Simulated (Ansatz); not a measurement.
# Energy profile

The step: InH₃SO₂ ([OH][In]([OH])[SH]) + H₂ → InH₃O₂ ([OH][InH][OH]) + H₂S (still joined by a long In–S bond); bonds formed: In1–H6, S2–H5; bonds broken: H5–H6; bonds weakened to dative contacts: In1–S2 (atoms numbered as in the saddle structure below).

```tsv
atom	x (Å)	y (Å)	z (Å)
In1	0.1069	-0.4056	0.2075
S2	-0.1024	2.1170	-0.4612
O3	0.5630	-0.7953	2.0925
O4	0.9035	-1.3692	-1.3219
H5	-1.3307	1.0139	-0.3264
H6	-1.7449	0.0291	-0.1212
H7	0.0812	1.7738	-1.7489
H8	0.0591	-0.2683	2.7168
H9	1.4642	-2.0954	-1.0374
```

Electronic energies by CCSD(T) at an estimated basis limit (MP2 extrapolated from triple and quadruple zeta, plus CCSD(T) − MP2 in triple zeta), on PBE0-D4/def2-TZVP structures; InH₅SO₂, singlet; no counterpoise correction. Program: Ansatz 0.2.0. Basis: def2-TZVPP and def2-QZVPP. Cores are frozen in the correlated methods. Filled d shells of the heavier atoms are correlated. Core potentials replace the inner electrons of the atoms past krypton. The def2 sets are not built for correlating such inner shells, so the correlated values are less sure here. Extrapolation: Hartree–Fock as exp(−7.88 √X), correlation as X^−2.97.

Question: Give the profile in kcal/mol, counted from the separated reactants. (To be estimated.)

Answer: Computed:
| point | kcal/mol |
| --- | --- |
| separated: InH₃SO₂ (linked as [OH][In]([OH])[SH]; In1, S2, O3, O4, H7, H8, H9; singlet) + H₂ (H5, H6; singlet) | 0.00 |
| start structure | -1.69 |
| saddle | 34.06 |
| end structure | 4.78 |
| separated: InH₃O₂ (linked as [OH][InH][OH]; In1, O3, O4, H6, H8, H9; singlet) + H₂S (S2, H5, H7; singlet) | 15.50 |

No T1 diagnostic of these runs exceeds 0.018.

For scale, one of the runs: CCSD(T)/def2-TZVPP, 224 basis functions, launched by `ansatz run in.yaml --threads 4 --pin off --events-out ev --progress --plain --max-ram 9574MiB`. The run took 2.6 min on 4 CPU threads of an Arm Neoverse V2 (shared host), with 4 GiB of host memory at its peak.
